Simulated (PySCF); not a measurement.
Molecule: C$_{5}$H$_{11}$O (charge 0, doublet). It need not be the lowest isomer of its formula. SMILES: C[C@H](O)[CH]CC
Structure (B3LYP-D3(BJ)/def2-TZVP (Ansatz) minimum search):
```xyz
17

C     -2.2749    -0.5174    -1.0348
C     -1.6499     0.2154     0.1652
C     -0.3488    -0.3578     0.5989
C      0.9318     0.3768     0.4436
C      1.3561     0.5254    -1.0247
O      1.9280    -0.3247     1.1907
H     -2.4311    -1.5727    -0.8041
H     -3.2412    -0.0818    -1.2984
H     -1.6245    -0.4621    -1.9093
H     -2.3667     0.1797     0.9959
H     -1.5273     1.2744    -0.0822
H     -0.2982    -1.3776     0.9602
H      0.8093     1.3924     0.8581
H      2.2837     1.1009    -1.1007
H      0.5917     1.0515    -1.5990
H      1.5136    -0.4583    -1.4686
H      2.7796     0.0966     1.0332
```
Charge 0, spin multiplicity 2.

Dispersion corrections to the total energy (kcal/mol) from the dftd3 and dftd4 libraries through PySCF: D3(BJ) without and D4 with the three-body term, each with the damping fitted for the functional named.

```csv
functional,D3(BJ),D4
BLYP,-16.34,-16.38
B2GP-PLYP,-4.12,-3.13
TPSS,-9.97,-10.00
B2PLYP,-5.95,-5.20
revPBE,-20.58,…
CAM-B3LYP,-5.93,…
TPSSh,…,-9.14
```

Problem. Some entries are withheld; supply them.

Solution. 
- revPBE, D4: -25.28
- CAM-B3LYP, D4: -6.23
- TPSSh, D3(BJ): -9.11
